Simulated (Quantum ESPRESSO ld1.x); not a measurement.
Q: Species: the selenium ion Se7+. Configuration: [Ar] 3d9 (the NIST ground configuration). Calculated with ld1.x of Quantum ESPRESSO 7.5: scalar-relativistic Kohn-Sham, LDA (Slater exchange, Perdew-Zunger correlation), spin-polarised, spherical densities, point nucleus; open shells are filled with parallel spins first. Some entries of the table are withheld. Estimate them.

orbital  occ.  eigenvalue (hartree)  <r> (bohr)
1s up       1              -463.426     0.04414
1s down     1              -463.426     0.04414
2s up       1              -63.6046      0.1962
2s down     1              -63.5664      0.1962
2p up       3              -56.5595      0.1712
2p down     3              -56.5300      0.1712
3s up       1              -12.2502      0.5677
3s down     1              -12.1951      0.5683
3p up       3              -10.0327      0.5784
3p down     3              -9.97822      0.5792
3d up       5              -6.35273      0.5911
3d down     4              -6.29651      0.5931
4s up       0                   (1)       1.402
4s down     0                   (2)       1.406
4p up       0              -3.39024       1.517
4p down     0              -3.37706       1.521

A: 
(1) 4s up eigenvalue (hartree): -4.00389
(2) 4s down eigenvalue (hartree): -3.98856
